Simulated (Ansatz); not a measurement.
Reaction (atomization): `[CH3][In][NH2]`• → C• + 5 H• + In• + N•

Gas-phase electronic energies from Ansatz, PBE0-D4/def2-TZVP geometries. CCSD(T)/CBS adds triple-zeta CCSD(T) − MP2 to the extrapolated MP2 energy (def2 sets, frozen cores). This one scheme is used for every species, atoms too. Functionals use def2-TZVPP. No spin–orbit coupling; open shells (•) take unrestricted orbitals. Spin–orbit coupling would lower the free atoms: a little for C; strongly for In. Elements past krypton have def2 core potentials. Bonds to In are less sure, by a few kJ/mol each and by 10 to 20 or more in all where they break to atoms, as the def2 sets lack core-valence functions. One conformer a species, not always the lowest.

`[CH3][In][NH2]`•:

```xyz
8

C     0.188    0.860    1.311
In    0.265   -1.097    0.311
N    -0.394   -1.106   -1.627
H    -0.703    0.894    1.938
H     1.074    1.003    1.927
H     0.131    1.630    0.539
H    -0.250   -1.915   -2.213
H    -0.312   -0.268   -2.187
```

Question: What is ΔE at CCSD(T)/CBS? (Best estimate.)

Answer: Computed: +2472.8 kJ/mol.

Question: What do these levels give: revPBE-D4, PBE0-D4, r2SCAN0-D4, ωB97X-V, BLYP, PBE0, BHLYP, MP2/def2-SVP, CCSD(T)/def2-TZVPP, HF/def2-QZVPP, MP2/def2-QZVPP, SCS-MP2/def2-QZVPP? (Best estimate.)

Answer: The calculation gave: revPBE-D4 2447.9, PBE0-D4 2462.3, r2SCAN0-D4 2428.4, ωB97X-V 2472.9, BLYP 2443.5, PBE0 2452.1, BHLYP 2378.2, MP2/def2-SVP 2306.0, CCSD(T)/def2-TZVPP 2402.8, HF/def2-QZVPP 1726.0, MP2/def2-QZVPP 2453.4, SCS-MP2/def2-QZVPP 2463.8 kJ/mol.

Largest T1 diagnostic among the species: 0.017.

From BLYP to BHLYP (50 % exact exchange), in def2-TZVPP and without D4, ΔE moves by −65.3 kJ/mol: exact exchange takes away binding that semilocal exchange gives to molecules. In def2-TZVPP, CCSD(T) changes the Hartree–Fock value by +682.5 kJ/mol (the triples alone add +37.6 kJ/mol) and MP2 by +691.0 kJ/mol; breaking electron pairs costs correlation energy, which Hartree–Fock lacks.

For atomizations the MP2-based limit and the directly extrapolated one differ by several kJ/mol either way, and by 10 to 25 for some Ge, Se and Sn compounds, so smaller differences from it don't rank the levels.
